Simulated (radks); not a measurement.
Question: The table gives one normalised radial function P(r) = r R(r) of Sc in [Ar] 3d1 4s2 (r in bohr). All-electron calculation, scalar-relativistic Kohn-Sham, LDA (Slater exchange, Perdew-Wang correlation), spin-polarised, spherical densities, finite nucleus; open shells are filled with parallel spins first; Fermi nuclear charge, rms radius 3.5459 fm; hard spherical wall at 10 bohr. Program: a radial shooting solver on a logarithmic mesh with Libxc functionals.

r,P
0.002747,0.0000
0.003576,0.0000
0.004657,0.0000
0.006064,0.0000
0.007896,0.0000
0.01028,0.0000
0.01339,0.0001
0.01743,0.0002
0.0227,0.0005
0.02956,0.0010
0.03849,0.0020
0.05012,0.0041
0.06526,0.0082
0.08566,0.0164
0.1115,0.0311
0.1452,0.0568
0.1891,0.0992
0.2462,0.1644
0.3206,0.2566
0.4175,0.3741
0.5437,0.5043
0.7079,0.6230
0.9218,0.6992
1.2,0.7101
1.563,0.6543
2.052,0.5451
2.671,0.4158
3.478,0.2861
4.529,0.1722
5.898,0.0858
7.68,0.0313
10,0.0000

Which n and l does it have? It may be an empty orbital.

Answer: n = 3, l = 2: the number of nodes gives n - l - 1 = 0, the rise at small r (about r^(l+1)) gives l, and the extent must fit the shell. The curve is that of 3d up; the table hardly tells the two spins apart. 3d up: eigenvalue -3.601 eV, 0 radial nodes, <r> = 1.83 bohr, 90 % of the charge inside 3.29 bohr.
